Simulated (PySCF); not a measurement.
Q: Write Cartesian coordinates for MgMe(SiH3), `[CH3][Mg][SiH3]` as optimised with PBE0-D3(BJ)/def2-SVP.

A: 
```xyz
9
CH6MgSi angstrom
Mg     0.0120    0.0176    0.2801
C     -0.0007   -0.0053    2.3738
H     -1.0098   -0.2049    2.7751
H      0.3311    0.9552    2.8050
H      0.6650   -0.7862    2.7811
Si     0.0034    0.0089   -2.3112
H      1.3311    0.3796   -2.9119
H     -0.9908    0.9705   -2.9014
H     -0.3414   -1.3353   -2.8906
```

Any rigid rotation of these coordinates is as good. Atoms count from 1 in this order. Si6 (silicon bonded to Mg and 3 H) is distorted tetrahedral (angles from 105.6° to 113.3°).

Bonds between heavy atoms (Å): Mg1–C2 2.094, Mg1–Si6 2.591.

Method used: PBE0-D3(BJ)/def2-SVP geometry optimisation, gas phase in PySCF.

No frequency check.

---

Question: What does the PBE0-D3(BJ)/def2-SVP structure of `[GeH3][Br]` look like in three dimensions?

Answer: 
```xyz
5
BrGeH3 angstrom
Ge     0.1244    0.1702   -0.0529
Br     2.4323    0.2254    0.0805
H     -0.3930   -0.4867    1.2334
H     -0.3601    1.6207   -0.1764
H     -0.2453   -0.6549   -1.2926
```

Orientation and origin are arbitrary. Atoms count from 1 in this order. Ge1 (germanium bonded to Br and 3 H) is tetrahedral (angles from 107.3° to 111.5°).

Bonds between heavy atoms (Å): Ge1–Br2 2.312.

The calculation used PBE0-D3(BJ)/def2-SVP geometry optimisation, gas phase in PySCF 2.14.0.

Point group: C3v (tolerance 0.08 Å). No frequency check.
